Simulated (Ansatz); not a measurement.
Stepwise reaction of `F[BH][GaH][F]` with hydrogen, as a gas-phase model of exchange steps in deposition or etching. ΔE in kJ/mol; ΔG adds harmonic PBE0-D4 terms to CCSD(T)/CBS, at 1 bar.

Computed with Ansatz on PBE0-D4/def2-TZVP structures; ΔE is electronic, products minus reactants. CCSD(T)/CBS adds triple-zeta CCSD(T) − MP2 to the extrapolated MP2 energy (def2 sets, frozen cores). This one scheme is used for every species. Functionals use def2-TZVPP. B3LYP here is the variant with VWN-RPA as its local correlation; programs differ in this. For Ga outer-core shells are correlated without core-valence functions, which leaves a few kJ/mol of doubt a bond. Scalar relativity is left out up to krypton. One conformer a species, not always the lowest.

| step | reaction | PBE-D4 | B3LYP-D4 | ωB97M-V | CCSD(T)/CBS | ΔG(400 K) |
| --- | --- | --- | --- | --- | --- | --- |
| 1 | `F[BH][GaH][F]` + H₂ → `[BH2][GaH][F]` + H–F | 121.4 | 120.7 | 118.3 | 108.7 | 111.6 |

Task: Give the row of step 2, `[BH2][GaH][F]` + H₂ → `[BH2][GaH2]` + H–F. (An estimate is asked.)

Result: Computed: 
```tsv
step	reaction	PBE-D4	B3LYP-D4	ωB97M-V	CCSD(T)/CBS	ΔG(400 K)
2	`[BH2][GaH][F]` + H₂ → `[BH2][GaH2]` + H–F	80.2	86.2	82.6	78.6	81.3
```

Task: By hand: ΔE of the 2 steps together at CCSD(T)/CBS.

Result: (108.7) + (78.6) = 187.3 kJ/mol, or 93.7 kJ/mol a step.

In ΔE each step is lower than the one before. All are uphill at CCSD(T)/CBS. ΔG lies between 81.3 and 111.6 kJ/mol a step. PBE-D4 differs from CCSD(T)/CBS by 1.6 to 12.7 kJ/mol a step. Isolated molecules leave out the surface, adducts and barriers. Largest T1 diagnostic: 0.015.
